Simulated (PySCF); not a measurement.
B(Cl)(H)(SMe) (CH4BClS), SMILES CSBCl. Heavy atoms are numbered as in [BH:1]([Cl:2])[S:4][CH3:5]. Hydrogens are named by the atom that carries them.

Geometry: B3LYP-D3(BJ)/def2-SVP. Other conformers were not sampled.

The numbers are results of B3LYP/pcSseg-1 (PySCF), not measurements.

GIAO shieldings, no solvent; atoms alike by connectivity are averaged. δ = σ(ref) − σ: ¹¹B against BF3 (σ = 86.3 ppm); ³⁵Cl against HCl (σ = 933.3 ppm); ¹H against TMS (σ = 31.68 ppm); ³³S against H2S (σ = 695.8 ppm); ¹³C against TMS (σ = 181.3 ppm), references at their B3LYP-D3(BJ)/def2-TZVP geometries, non-relativistic (without spin–orbit terms, shifts of atoms bonded to Cl or Br come out too high).

Computed chemical shifts:
```json
[
 {"nucleus": "¹¹B", "atoms": "B1 (BH)", "count": "1", "δ (ppm)": "56.3"},
 {"nucleus": "³⁵Cl", "atoms": "Cl2", "count": "1", "δ (ppm)": "220.3"},
 {"nucleus": "¹H", "atoms": "H on B1", "count": "1", "δ (ppm)": "7.03"},
 {"nucleus": "¹H", "atoms": "H on C5", "count": "3", "δ (ppm)": "2.61"},
 {"nucleus": "³³S", "atoms": "S4", "count": "1", "δ (ppm)": "300.7"},
 {"nucleus": "¹³C", "atoms": "C5 (CH3)", "count": "1", "δ (ppm)": "21.6"}
]
```
